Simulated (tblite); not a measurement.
A tight-binding relaxation on `CC1=C[SiH2]C=C[Si@H]1Br`.

Computed with GFN2-xTB geometry optimisation, gas phase (tblite 0.8.0). Start geometry: from a force field or distance geometry. A driver script takes a list of jobs; this job's settings line and coordinates (Å) are shown.

Command:
```bash
OMP_NUM_THREADS=1 python probes_run.py task.json out
```

Input:
```
{"job": {"kind": "relax", "xc": "GFN2-xTB", "basis": "xTB"}, "charge": 0, "multiplicity": 1}
C      2.460500    -0.236900    -0.126000
C      0.958500    -0.232800    -0.114900
C      0.362200    -0.984400     0.821400
Si    -1.487200    -1.072400     0.951400
C     -2.075600     0.652600     0.649500
C     -1.472800     1.382100    -0.297100
Si    -0.055500     0.743400    -1.303300
Br     1.097200     2.324700    -2.359000
H      2.874900     0.789100    -0.006900
H      2.831800    -0.681000    -1.079600
H      2.887000    -0.846100     0.687800
H      0.954500    -1.560100     1.523800
H     -2.039500    -1.890600    -0.151700
H     -1.923300    -1.593200     2.258200
H     -2.914300     1.078200     1.222500
H     -1.800800     2.396700    -0.480100
H     -0.664500    -0.257300    -2.205800
```

Output:
```
step      E/eV     max force
  0    -620.42097    2.101
  1    -620.52239    0.722
  2    -620.55824    0.562
  3    -620.58034    0.419
  4    -620.60966    0.355
  5    -620.62445    0.289
  6    -620.63460    0.302
  7    -620.64195    0.251
  8    -620.64671    0.219
  9    -620.65091    0.192
... (72 lines left out)
 82    -620.73111    0.033
 83    -620.73120    0.025
 84    -620.73125    0.014
 85    -620.73128    0.012
 86    -620.73130    0.011
 87    -620.73132    0.013
 88    -620.73135    0.016
 89    -620.73137    0.014
 90    -620.73140    0.013
 91    -620.73143    0.009
```

«max force» is the largest atomic force in eV/Å.

**Question.** From which step on does the largest force stay under 0.1 eV/Å, and how much energy is left to gain from there?

**Answer.** From step 57 (0.091 eV/Å), 8.3 meV above the end.

Summary of the converged run: energy lowered by 7.2 kcal/mol over 91 steps; largest atomic force 0.009 eV/Å at the end.

**Question.** Give the final coordinates.

**Answer.** 0.597 Å rms from the input after alignment:
```
atom  x, y, z in Å
C1     2.4653   -0.4332   -0.3276
C2     0.9893   -0.3205   -0.0941
C3     0.3601   -1.0301    0.8449
Si4   -1.4726   -0.9660    1.2491
C5    -2.2459    0.5350    0.4141
C6    -1.6575    1.2600   -0.5332
Si7    0.0477    0.8769   -1.2009
Br8    1.1895    2.8055   -1.2616
H9     2.9541    0.5185   -0.1153
H10    2.6696   -0.6769   -1.3707
H11    2.9099   -1.1990    0.3060
H12    0.9554   -1.7132    1.4456
H13   -2.1351   -2.1782    0.7413
H14   -1.6543   -0.8466    2.7013
H15   -3.2395    0.8192    0.7455
H16   -2.1702    2.1190   -0.9553
H17    0.0272    0.4415   -2.5992
```

Time: 0.94 s. Hardware: one thread of an Arm Neoverse V1, no GPU, on a shared host.
Labels such as C1 count atoms from 1, the log's own numbers from 0.
